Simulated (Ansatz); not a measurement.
`F[Si@H]1C[Si@@H]1[SeH]`, 10 atoms. Total charge 0; spin multiplicity 1. Correlated methods include outer-core shells of Se, which these sets cover unevenly. Scalar relativity is left out up to krypton. All runs use 4 threads of an AMD EPYC 9R45 on a shared host. Correlated methods freeze the cores.

**Question.** How many basis functions does each run have, and how long does it take in Ansatz? RKS SPW92 (LDA)/def2-TZVPP energy; RKS ωB97M-V/def2-SVP energy; RHF-CCSD(T)/def2-TZVPP energy; RKS PBE-QIDH (frozen core)/def2-TZVPP energy; RHF-MP2/def2-QZVPP energy; RKS B3LYP-D4/def2-TZVPP energy and forces; RKS PBE0-D4/def2-SVP energy; RKS ωB97M-V/def2-QZVPP energy; direct RPA on PBE orbitals/def2-TZVPP energy; RKS PBE0-D4/def2-TZVP frequencies; RKS PBE0-D4/def2-QZVPP energy; RHF-CCSD(T)/def2-SVP energy. (An estimate is asked.)

**Answer.** Ansatz gave: Other jobs shared the machine, so times are rough.

```csv
level,job,functions,wall time,peak host memory (GiB)
RKS SPW92 (LDA)/def2-TZVPP,energy,264,0.7 s,0.41
RKS PBE0-D4/def2-SVP,energy,121,0.75 s,0.48
RKS ωB97M-V/def2-SVP,energy,121,2.4 s,0.48
direct RPA on PBE orbitals/def2-TZVPP,energy,264,2.6 s,0.67
RKS B3LYP-D4/def2-TZVPP,energy and forces,264,2.8 s,0.94
RKS PBE-QIDH (frozen core)/def2-TZVPP,energy,264,3 s,0.79
RHF-CCSD(T)/def2-SVP,energy,121,3.6 s,0.64
RKS PBE0-D4/def2-QZVPP,energy,493,5 s,2.4
RKS ωB97M-V/def2-QZVPP,energy,493,11 s,2.8
RHF-MP2/def2-QZVPP,energy,493,12 s,3.3
RKS PBE0-D4/def2-TZVP,frequencies,214,86 s,0.73
RHF-CCSD(T)/def2-TZVPP,energy,264,87 s,6.3
```

B3LYP here is the variant with VWN-RPA as its local correlation; programs differ in this.
